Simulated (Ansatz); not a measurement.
A nudged elastic band was laid between two geometries of C2H9NO2Si (15 atoms, charge 0, multiplicity 1).

Theory: RKS BHLYP/def2-SVP in Ansatz 0.2.0.

```
movable images  : 9
climbing image  : yes
spring          : 2.0 to 10.0 eV/Å², energy-weighted
optimiser       : quadratic models (default)
start path      : through a guess of the saddle point
force threshold : 0.05 eV/Å
iteration limit : 44
end points      : relaxed
```

Initial state:

```xyz
15
Properties=species:S:1:pos:R:3
C -0.829 -1.417 -1.345
Si 0.110 -1.106 0.247
C 0.231 0.777 0.621
N 1.059 1.443 -0.326
O 0.714 0.988 1.916
O -1.053 1.349 0.578
H -1.844 -1.014 -1.278
H -0.906 -2.487 -1.559
H -0.323 -0.936 -2.187
H 1.482 -1.669 0.163
H -0.589 -1.725 1.400
H 1.973 1.015 -0.380
H 1.192 2.403 -0.024
H 0.017 0.788 2.539
H -1.255 1.541 -0.336
```

Final state:

```xyz
15
Properties=species:S:1:pos:R:3
C -0.620 -1.514 -1.409
Si 0.036 -1.154 0.308
C 0.218 0.735 0.598
N 1.165 1.295 -0.312
O 0.727 1.021 1.866
O -1.075 1.271 0.477
H -1.576 -1.004 -1.562
H -0.775 -2.587 -1.555
H 0.081 -1.171 -2.175
H 1.356 -1.788 0.525
H -0.899 -1.664 1.345
H 0.767 1.393 -1.234
H 1.490 2.196 0.016
H 0.105 0.701 2.516
H -1.022 2.218 0.626
```

Task: Which bonds break or form, and what moves?

Result: No bond is made or broken. The height of N4 over the plane of its neighbours goes from -0.38 to 0.35 Å.

Task: What energy profile does the band end with?

Result: The forces met the threshold. The highest image is number 7 of 0 to 10, 11.9 kJ/mol above the first end and 11.0 kJ/mol above the last; the last end lies 0.9 kJ/mol above the first. Beside the main top the profile has a ripple of under 15 meV (maxima at images 3, 7), which may be a very shallow well or noise. Another band between the same ends (9 images) ends at a top of the same energy, where a vibrational analysis finds 1 clearly imaginary mode.

| image | path coordinate (Å) | energy (kJ/mol) | height of N4 over the plane of its neighbours (Å) |
| --- | --- | --- | --- |
| 0 | 0.00 | 0.0 | -0.38 |
| 1 | 0.60 | 1.4 | -0.38 |
| 2 | 1.08 | 2.2 | -0.37 |
| 3 | 1.48 | 3.1 | -0.35 |
| 4 | 1.87 | 1.9 | -0.34 |
| 5 | 2.38 | 1.9 | -0.29 |
| 6 | 2.57 | 8.7 | -0.14 |
| 7 | 2.71 | 11.9 | 0.01 |
| 8 | 2.83 | 9.6 | 0.13 |
| 9 | 2.98 | 4.1 | 0.26 |
| 10 | 3.26 | 0.9 | 0.35 |

Task: What is the geometry of the highest image?

Result: 
```xyz
15
Properties=species:S:1:pos:R:3
C -0.628 -1.509 -1.392
Si 0.050 -1.134 0.316
C 0.161 0.760 0.610
N 1.018 1.418 -0.299
O 0.705 1.043 1.870
O -1.161 1.225 0.546
H -1.602 -1.031 -1.520
H -0.749 -2.586 -1.541
H 0.041 -1.141 -2.176
H 1.407 -1.707 0.481
H -0.831 -1.712 1.363
H 0.939 1.273 -1.285
H 1.701 2.058 0.057
H 0.049 0.809 2.524
H -1.123 2.182 0.479
```

The band took 12 iterations and about 11 core-minutes.

The run took 5.5 min on 2 threads of AMD EPYC 9R14 (Zen 4), on a shared host, peak memory 0.36 GiB.
